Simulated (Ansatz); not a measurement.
## An elementary step

Start structure (Si$_{2}$H$_{8}$SO, singlet), relaxed at PBE0-D4/def2-TZVP:

```
12
angstrom
Si -1.2741 -0.7109 -0.8173
Si 0.4915 -1.3386 0.6029
H -1.3817 -1.6854 -1.9335
H -2.5378 -0.7795 -0.0262
O -1.0467 0.7709 -1.4924
H 0.8454 1.9141 1.4877
S 0.8811 2.7287 0.4205
H 1.8157 -1.1327 -0.0495
H 0.4886 -0.5343 1.8603
H 0.3724 -2.7722 0.9870
H -0.6066 1.4391 -0.9490
H 1.9523 2.1008 -0.0904
```

The step: Si₂H₆O ([OH][SiH2][SiH3]) + H₂S → SiH₄O ([OH][SiH3]) + SiH₄S ([SiH3][SH]); bonds formed: Si1–H6, Si2–S7; bonds broken: Si1–Si2, H6–S7. Ansatz 0.2.0; basis: def2-TZVPP and def2-QZVPP; cores frozen in the correlated methods. Extrapolation: Hartree–Fock as exp(−7.88 √X), correlation as X^−2.97. Energies below are by CCSD(T) at an estimated basis limit (MP2 extrapolated from triple and quadruple zeta, plus CCSD(T) − MP2 in triple zeta).

(1) What are the electronic barrier and the energy of the step, from the start structure to the end structure? (Judge from chemistry; the value comes from the calculation.)

No T1 diagnostic of these runs exceeds 0.015.

Answers

(1) Computed: Barrier 202.6 kJ/mol; step energy -50.0 kJ/mol (downhill); reverse barrier, their difference, 252.5 kJ/mol. Barrier and step energy count from the start structure, the reverse barrier from the end structure.

The saddle point: One imaginary mode of 912i cm⁻¹.
```json
{"pair": "Si1–H6", "start (Å)": "4.09", "saddle (Å)": "1.75", "end (Å)": "1.49"}
{"pair": "Si2–S7", "start (Å)": "4.09", "saddle (Å)": "2.65", "end (Å)": "2.13"}
{"pair": "Si1–Si2", "start (Å)": "2.35", "saddle (Å)": "2.56", "end (Å)": "3.85"}
{"pair": "H6–S7", "start (Å)": "1.34", "saddle (Å)": "1.86", "end (Å)": "3.49"}
```

Zero-point energy (harmonic, PBE0-D4): ZPE is 191.1 kJ/mol at the start and 187.6 kJ/mol at the saddle, so the barrier goes from 202.6 to 199.0 kJ/mol.

Labels in which every atom is bracketed show which atoms are joined, not bond orders.

For scale, one of the runs: CCSD(T)/def2-TZVPP, 269 basis functions, launched by `ansatz run in.yaml --threads 4 --pin off --events-out ev --progress --plain --max-ram 9574MiB`. Time: 2.4 min of wall clock on 4 CPU threads of an Arm Neoverse V2; the host was shared. Peak host memory: 6.3 GiB.
